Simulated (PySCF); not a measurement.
Si(H)(I)2(OMe) (CH₄I₂OSi), SMILES CO[SiH](I)I.

Geometry optimised at B3LYP-D3(BJ)/def2-SVP. The def2 effective core potentials stand for the cores of I; spin–orbit coupling is left out. One conformer was computed; it need not be the lowest.

Two levels are set side by side: TDA-PBE/def2-SVPD (PySCF) and TDA-M06-2X/def2-SVPD (PySCF). Vertical, same geometry. The lowest singlet is HOMO→LUMO 74 %, HOMO−1→LUMO 23 % with PBE and HOMO→LUMO 87 % with the other functional; states are paired by order. Differences are taken from unrounded values.

```tsv
quantity	TDA-M06-2X	TDA-PBE	TDA-PBE minus TDA-M06-2X
lowest singlet excitation (eV)	5.19	4.55	-0.64
lowest triplet excitation (TDA) (eV)	4.72	4.10	-0.62
```

A lower first singlet is the usual sign of a functional without exact exchange. Differences between two approximate levels are no errors against the true value.

Rough cost on one machine, each run with all the roots and properties that it gave: TDA-M06-2X against TDA-PBE about 8 times.
